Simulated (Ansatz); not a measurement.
A structure relaxed at r2SCAN-D4/def2-TZVP in Ansatz, charge 0, singlet:

```xyz
8

Al    0.7076   -1.2931    0.3790
As   -0.5077    0.9294   -0.2733
H    -2.0094    0.9599   -0.3953
H    -0.2023    1.6044   -1.5855
H    -0.3686    2.1500    0.5990
H     0.1600   -2.1682   -0.8375
H     0.0253   -1.4611    1.8116
H     2.1952   -0.7214    0.3021
```

Give its formula, name or SMILES and point group.

Al(AsH3)H3 (AlAsH6). Point group C3v (tolerance 0.1 Å).

Summarise the bond lengths by kind (pairs closer than 1.2 times the sum of covalent radii, bridged metal pairs left out).

1 × Al–As 2.62 Å; 3 × Al–H 1.60 Å; 3 × As–H 1.51 Å.
